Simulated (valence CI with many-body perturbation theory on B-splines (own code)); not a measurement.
## Which ion has this spectrum?

A relativistic CI+MBPT calculation for an atom or ion with 32 electrons gives these levels (cm⁻¹):

```csv
J,Parity,E,g
0,even,0,
1,even,458180,1.50
2,even,488477,1.18
2,even,969514,1.31
0,even,1035950,
2,odd,1112690,1.60
1,odd,1216796,1.03
2,odd,1520634,0.81
2,odd,1531427,1.51
3,odd,1589688,1.31
1,odd,1639084,1.00
0,odd,1660388,
2,odd,1706324,1.11
1,odd,1711903,1.24
```

The energies are calculated, and their last digits are not significant.

Problem. Which is it?
A. Tb33+
B. Er36+
C. Yb38+
D. Ho35+

Solution. B. Er36+, ground level (4s^2 4p1/2^2) J=0.
